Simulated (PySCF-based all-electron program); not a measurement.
Values are calculated unless marked as measured or tabulated.
As2, singlet: squeezing and stretching

Method: all-electron DFT (in-house code on PySCF), basis-limit composite values; Koelling–Harmon scalar relativity, no spin–orbit coupling, spin-restricted. Forces are good to about 0.017 eV/Å. A positive force pushes the atoms apart.

```
 r (Å)  PBE (eV/Å)  HSE06 (eV/Å)
1.6821      29.004             ?
1.8923       9.072             ?
2.1026       0.222             –
2.3129      -3.399             –
```

Task: What does HSE06 give at the lengths left open?

Result: 1.6821 Å: 28.465 eV/Å; 1.8923 Å: 8.371 eV/Å.
